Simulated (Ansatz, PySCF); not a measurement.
C4H7NS, SMILES C(=CN)=CSC. Atoms are numbered in the order given.

```xyz
13

C      2.8940     0.5077     0.5667
S      1.2909    -0.2155     1.0061
C      0.3995     0.0682    -0.5080
C     -0.8586    -0.2564    -0.7001
C     -2.1165    -0.6132    -0.8990
N     -3.2483     0.1860    -0.7628
H      3.5463     0.3766     1.4413
H      3.3469    -0.0117    -0.2914
H      2.8056     1.5833     0.3506
H      1.0088     0.5451    -1.2932
H     -2.3334    -1.6224    -1.2818
H     -3.1114     1.0269    -0.2099
H     -4.0898    -0.3147    -0.4958
```
Charge 0, spin multiplicity 1.

Geometry: r2SCAN-D4/def2-SVP. The structure was generated by enumeration; whether it is a known compound was not checked. Other conformers were not sampled.

Two levels are set side by side: PBE-D3(BJ)/def2-SVP (Ansatz, a first-principles code) and r2SCAN-D4/def2-SVP (Ansatz). Each level has its own optimised geometry; the coordinates shown are those of the second. Frequencies come from the Hessian of PySCF at each geometry. Differences are taken from unrounded values.

```
quantity                            r2SCAN-D4  PBE-D3(BJ)  PBE-D3(BJ) minus r2SCAN-D4
----------------------------------  ---------  ----------  --------------------------
mean bond length (Å)                    1.263       1.270                       0.007
bond C1–S2 (Å)                          1.813       1.820                       0.008
bond S2–C3 (Å)                          1.780       1.786                       0.006
bond C3–C4 (Å)                          1.313       1.320                       0.006
bond C4–C5 (Å)                          1.323       1.329                       0.007
bond C5–N6 (Å)                          1.392       1.396                       0.004
bond C1–H7 (Å)                          1.099       1.107                       0.008
bond C1–H8 (Å)                          1.101       1.108                       0.008
bond C1–H9 (Å)                          1.101       1.108                       0.008
bond C3–H10 (Å)                         1.102       1.109                       0.007
bond C5–H11 (Å)                         1.101       1.108                       0.007
bond N6–H12 (Å)                         1.016       1.023                       0.007
bond N6–H13 (Å)                         1.015       1.022                       0.007
highest harmonic wavenumber (cm⁻¹)       3667        3579                         -89
mean harmonic wavenumber (cm⁻¹)          1358        1322                         -35
zero-point energy (kcal/mol)            64.04       62.38                       -1.67
```
